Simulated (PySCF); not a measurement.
# Vanadium: a sound run and one with changed settings

Sound run: V+ [Ar] 3d4, V(2+) [Ar] 3d3. Calculation: PySCF 2.14, in pcseg-2; no relativity, point nucleus. In the sound run the correlated levels freeze [Ar]. The sound run starts from symmetry-adapted Hartree-Fock orbitals and uses a fine grid where one is needed.

Changed run: initial guess atom, at most 50 SCF cycles.

```csv
species,method,sound run (hartree),changed run (hartree),converged
V+,UHF,-942.65380,-942.66493,yes
V+,LDA,-941.51511,-941.50928,no
V+,PBE,-943.43839,-943.44040,yes
V(2+),UHF,-942.16806,-942.16806,yes
V(2+),LDA,-940.93361,-940.93361,yes
V(2+),PBE,-942.87155,-942.87155,yes
V(2+),MP2,-942.18393,-942.18393,yes
```

Ionisation energy of V+:

```
method  sound run (eV)  changed run (eV)
   PBE          15.425            15.479
```

The plain start fixes occupations by D2h representation alone, and V+ at UHF, V+ at PBE landed in another state (other ⟨L²⟩ or ⟨S²⟩). 

For comparison, NIST gives 14.634 ± 0.007 eV between the lowest levels.
